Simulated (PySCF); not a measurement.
`C=[CH][Al-]([CH]=C)([CH]=C)[CH]=C`: 4 charge schemes on one density

Compound: C₈H₁₂Al (charge -1).
Geometry (PBE0-D3(BJ)/def2-SVP, Å), atoms numbered from 1 in this order:
```
atom  x, y, z in Å
C1    -1.8213   -1.6143   -2.1595
C2    -1.7836   -1.2312   -0.8731
Al3   -0.3048   -0.1638   -0.0077
C4    -1.0931    1.4010    0.9928
C5    -0.6022    2.6508    0.9833
C6     0.7018   -1.3248    1.3009
C7     1.0318   -0.9723    2.5539
C8     0.9601    0.5018   -1.4279
C9     2.2982    0.4003   -1.3834
H10   -1.0116   -1.3542   -2.8570
H11   -2.6421   -2.2033   -2.6024
H12   -2.6569   -1.5576   -0.2770
H13   -1.9911    1.2703    1.6252
H14   -1.0387    3.4915    1.5486
H15    0.2891    2.9042    0.3911
H16    1.0396   -2.3351    1.0049
H17    1.5938   -1.6191    3.2488
H18    0.7510    0.0113    2.9576
H19    0.5716    1.0162   -2.3262
H20    2.8026   -0.0868   -0.5362
H21    2.9710    0.7888   -2.1665
```

Density: PBE0/pcSseg-1 (PySCF); schemes: Mulliken, IAO, Hirshfeld and ESP-fitted. One conformer (not necessarily the lowest) at the PBE0-D3(BJ)/def2-SVP geometry, without solvent, vibrations or thermal averaging. The pcSseg-1 basis has no diffuse functions, a weakness for an anion.

Q: For which atoms does the sign change between the 4 schemes (beyond +0.03 e in one, beyond −0.03 e in another)?

A: For none.

Q: Do the Mulliken, IAO, Hirshfeld and ESP-fitted schemes agree on where the charge is lowest?

A: The schemes don't all agree: Mulliken C8 (-0.485); IAO C6 (-0.444); Hirshfeld C2 (-0.205); ESP-fitted C9 (-0.527).

Q: Which atoms carry the highest charge in the Mulliken, IAO, Hirshfeld and ESP-fitted schemes?

A: All schemes agree: Mulliken Al3 (+1.067); IAO Al3 (+0.801); Hirshfeld Al3 (+0.317); ESP-fitted Al3 (+0.402).

Q: Tabulate the Mulliken, IAO, Hirshfeld and ESP-fitted charges.

A: In e:

| atom | environment | Mulliken | IAO | Hirshfeld | ESP-fitted |
| --- | --- | --- | --- | --- | --- |
| C1 | terminal =CH2 carbon | -0.258 | -0.328 | -0.151 | -0.337 |
| C2 | alkene CH carbon | -0.469 | -0.441 | -0.205 | -0.428 |
| Al3 | aluminium bonded to 4 C | +1.067 | +0.801 | +0.317 | +0.402 |
| C4 | alkene CH carbon | -0.475 | -0.443 | -0.200 | -0.261 |
| C5 | terminal =CH2 carbon | -0.257 | -0.326 | -0.147 | -0.431 |
| C6 | alkene CH carbon | -0.481 | -0.444 | -0.201 | -0.213 |
| C7 | terminal =CH2 carbon | -0.252 | -0.325 | -0.148 | -0.482 |
| C8 | alkene CH carbon | -0.485 | -0.443 | -0.196 | -0.086 |
| C9 | terminal =CH2 carbon | -0.256 | -0.323 | -0.146 | -0.527 |
| H10 | vinylic hydrogen | +0.089 | +0.114 | +0.014 | +0.100 |
| H11 | vinylic hydrogen | +0.056 | +0.095 | +0.002 | +0.101 |
| H12 | vinylic hydrogen | +0.068 | +0.106 | +0.004 | +0.138 |
| H13 | vinylic hydrogen | +0.067 | +0.106 | +0.004 | +0.092 |
| H14 | vinylic hydrogen | +0.056 | +0.095 | +0.002 | +0.114 |
| H15 | vinylic hydrogen | +0.092 | +0.117 | +0.013 | +0.127 |
| H16 | vinylic hydrogen | +0.070 | +0.108 | +0.004 | +0.082 |
| H17 | vinylic hydrogen | +0.056 | +0.095 | +0.002 | +0.121 |
| H18 | vinylic hydrogen | +0.092 | +0.117 | +0.011 | +0.155 |
| H19 | vinylic hydrogen | +0.071 | +0.108 | +0.006 | +0.052 |
| H20 | vinylic hydrogen | +0.091 | +0.117 | +0.013 | +0.157 |
| H21 | vinylic hydrogen | +0.057 | +0.095 | +0.003 | +0.124 |

Mean size of the charges over all atoms: IAO 0.245 e, Mulliken 0.232 e, ESP-fitted 0.216 e, Hirshfeld 0.085 e. Each set sums to the total charge, -1, to within 0.001 e. The Mulliken scheme counts on each atom the diagonal of the density matrix times the overlap matrix over that atom's basis functions.

Q: How many electrons does the IAO scheme count on C4?

A: Z − q = 6 − (-0.443) = 6.443.

Q: Sum the charges by element, for elements with more than one atom.

A: 
```tsv
element	atoms	Mulliken	IAO	Hirshfeld	ESP-fitted
C	8	-2.933	-3.072	-1.394	-2.765
H	12	+0.866	+1.272	+0.077	+1.363
```
